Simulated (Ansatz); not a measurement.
`B[SiH]([SiH3])[SiH3]` + `[F][Al]1[SiH2][S]1` → `[BH2][Al]1[SiH2][S]1` + `F[SiH]([SiH3])[SiH3]` at 400 K and 1 bar (redistribution).

Calculated with Ansatz (gas phase, PBE0-D4/def2-TZVP geometries, no zero-point term in ΔE). CCSD(T)/CBS is the MP2 limit (def2-TZVPP, def2-QZVPP) plus CCSD(T) − MP2 in def2-TZVPP, frozen cores.

```
               species  CCSD(T)/CBS energy (Eh)  H − E (kJ/mol)  S (J/(mol·K))
`B[SiH]([SiH3])[SiH3]`               -897.39506           250.2          447.4
  `[F][Al]1[SiH2][S]1`              -1029.97141            83.9          346.4
`[BH2][Al]1[SiH2][S]1`               -956.06081           134.1          373.9
`F[SiH]([SiH3])[SiH3]`               -971.28016           199.1          416.6
```

H − E and S are ideal-gas, rigid-rotor, harmonic terms from PBE0-D4/def2-TZVP. 1 Eh = 2625.50 kJ/mol, R = 8.31446 J/(mol·K).

Q: By hand: ΔE, ΔH, ΔS and ΔG.

A: ΔE = (-956.06081) + (-971.28016) − (-897.39506) − (-1029.97141) = 0.02550 Eh = 67.0 kJ/mol. Δ(H − E) = 134.1 + 199.1 − 250.2 − 83.9 = -0.9, so ΔH = 66.1 kJ/mol. ΔS = 373.9 + 416.6 − 447.4 − 346.4 = -3.3 J/(mol·K). ΔG = 66.1 − 400 × (-3.3)/1000 = 67.4 kJ/mol.

Q: By hand: the equilibrium constant, and the temperature at which ΔG would vanish if ΔH and ΔS stayed fixed.

A: log₁₀ K = −ΔG/(RT ln 10) = -8.8. ΔH and −TΔS have one sign here, so there is no such temperature. One of them is within its doubt of zero, so this could turn.

The number of gas molecules stays the same, so ΔS is small and ΔH decides. A doubt of 5 kJ/mol in ΔE shifts log₁₀ K by 0.7 here. Modes under 60 cm⁻¹, often nearly free rotors, make the harmonic entropy too high. These are equilibria of isolated gas molecules and say nothing of rates. Largest T1 diagnostic: 0.016 (customary marks: 0.02 for closed shells, 0.045 for open ones).
